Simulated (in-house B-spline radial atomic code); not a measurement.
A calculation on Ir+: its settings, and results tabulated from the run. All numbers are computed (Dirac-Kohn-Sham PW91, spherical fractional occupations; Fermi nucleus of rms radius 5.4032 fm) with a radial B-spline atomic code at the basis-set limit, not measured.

Command:
```bash
python run_scf.py task.json out
```
Settings (nuclear radius in fm, mass in u):
```
Z                77
configuration    [Xe] 4f14 5d7 6s1
hamiltonian      dirac
method           pw91,pw91
spin_polarised   False
nucleus          fermi
rms_radius       5.4032
atomic_mass      192.96292
speed_of_light   137.035999084
```

Output (hartree, bohr):
```
 radial grid: 81 intervals, B-splines of order 8, outer radius 60 bohr

 iter        energy (Eh)    residual
    1      -17854.765133    6.24e-01
    2      -17853.999478    2.53e-01
    3      -17855.690256    9.95e-02
    4      -17855.901921    2.70e-02
    5      -17855.873372    4.44e-02
    6      -17855.921189    5.72e-04
    7      -17855.921195    1.44e-04
    8      -17855.921196    1.20e-04
    9      -17855.921196    1.56e-06
   10      -17855.921196    2.84e-07

 total energy                    -17855.92120
 kinetic                           20336.2315
 electron-nucleus                 -44779.5495
 Hartree                            6937.7891
 exchange-correlation               -350.3923

 first-order corrections (not in the total)
   Gaunt                            22.1591
   retardation                      -2.3509
   frequency dependence             -0.4038
   self-energy                      16.3595
   Uehling                          -3.2151
   Wichmann-Kroll                    0.1353
   recoil                            0.0309

 orbital      occ     eigenvalue          <r>       <r^2>       <1/r>       r_max    small
 1s1/2      2.000     -2792.8605    0.0174422 0.000419687      92.138     0.01082  8.50e-02
 2s1/2      2.000      -488.4859    0.0729684  0.00636111     22.5578     0.06251  1.94e-02
 2p1/2      2.000      -468.1001    0.0601663  0.00451618     22.5272      0.0462  1.95e-02
 2p3/2      4.000      -408.2750    0.0684768  0.00570891     18.5882     0.05335  1.74e-02
 3s1/2      2.000      -114.4775     0.189936   0.0413947     8.28223      0.1759  6.44e-03
 3p1/2      2.000      -105.3096     0.180072   0.0378271     8.19857      0.1644  6.39e-03
 3p3/2      4.000       -92.2110     0.195379   0.0443103      7.1753       0.179  5.79e-03
 3d3/2      4.000       -76.8444     0.170465   0.0341248     7.07181      0.1397  5.68e-03
 3d5/2      6.000       -74.0136     0.175148   0.0358952     6.83503      0.1437  5.52e-03
 4s1/2      2.000       -24.6580      0.42325     0.20243     3.49485      0.3977  2.16e-03
 4p1/2      2.000       -20.7837     0.426637    0.207349     3.38557      0.3965  2.07e-03
 4p3/2      4.000       -17.6849     0.460381    0.241099     3.03002      0.4268  1.84e-03
 4d3/2      4.000       -11.3206     0.471885    0.257836      2.8222      0.4211  1.64e-03
 4d5/2      6.000       -10.7454     0.483157    0.270113     2.73883      0.4305  1.58e-03
 5s1/2      2.000        -3.8994      0.97886     1.07592     1.39189      0.8916  5.19e-04
 5p1/2      2.000        -2.6822      1.06483     1.28293     1.26397       0.947  4.38e-04
 5p3/2      4.000        -2.1826      1.16434     1.53561     1.13521       1.028  3.72e-04
 4f5/2      6.000        -2.6518     0.531402    0.346013     2.33348      0.3926  1.19e-03
 4f7/2      8.000        -2.5371       0.5391    0.356352     2.30016      0.3973  1.17e-03
 5d3/2      2.800        -0.5941      1.63344     3.16021    0.805467       1.276  1.93e-04
 5d5/2      4.200        -0.5475      1.69852     3.42551    0.773416       1.316  1.79e-04
 6s1/2      1.000        -0.5014      2.70377     8.27472     0.47069       2.324  6.95e-05
```

Cost of the run: 2.7 s on 1 thread of Arm Neoverse V1, on a shared host.

For the Dirac Hamiltonian the kinetic term is c α·p + (β - 1)c².
